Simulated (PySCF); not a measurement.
AlCl₂I, SMILES [I][Al]([Cl])[Cl].

Geometry optimised at B3LYP-D3(BJ)/def2-SVP. The def2 effective core potentials stand for the cores of I; spin–orbit coupling is left out.

The numbers are results of B3LYP-D3(BJ)/def2-SVP run with PySCF, not measurements.

Frequencies are harmonic and unscaled.

Computed vibrational spectrum:
```
mode  ν (cm⁻¹)  IR (km/mol)  moving atoms (share of kinetic energy)
----  --------  -----------  --------------------------------------
1          109          2.6                Cl 69 %, Al 17 %, I 13 %
2          127          5.5                         Cl 76 %, I 22 %
3          181         23.7                        Al 83 %, Cl 15 %
4          284         11.2                Cl 61 %, Al 20 %, I 19 %
5          537        166.7                        Al 67 %, Cl 31 %
6          620        136.9                        Al 67 %, Cl 33 %
```
